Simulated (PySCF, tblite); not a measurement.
Compound: C6H14BN.
SMILES: `C=C(C)BN(C)CC`

Jobs on this species (22 atoms, 62 electrons) with PySCF (density fitting) and tblite. Hardware of each: an Intel Xeon at 2.50 GHz with one thread, no GPU (shared host). Other jobs ran on the host; a repeat could differ by tens of per cent or more.

```json
{"level and settings": "PBE0/pcSseg-1", "work": "shieldings, charges and field gradients, density and orbital grids written", "basis functions": "206", "SCF cycles": "?", "wall time": "?"}
{"level and settings": "GFN2-xTB", "work": "Hessian by finite differences", "basis functions": "–", "SCF cycles": "–", "wall time": "2.6 s"}
{"level and settings": "GFN2-xTB", "work": "L-BFGS relaxation", "basis functions": "–", "SCF cycles": "–", "wall time": "8.0 s"}
```

Question: Fill in the missing figures.

Answer: 
- PBE0/pcSseg-1; shieldings, charges and field gradients, density and orbital grids written: 2.5 min, 14 SCF cycles

Question: What do all jobs in the table cost together?

Answer: About 2.7 min; the longest takes about 93 % of that, and about 58 times as long as the shortest.
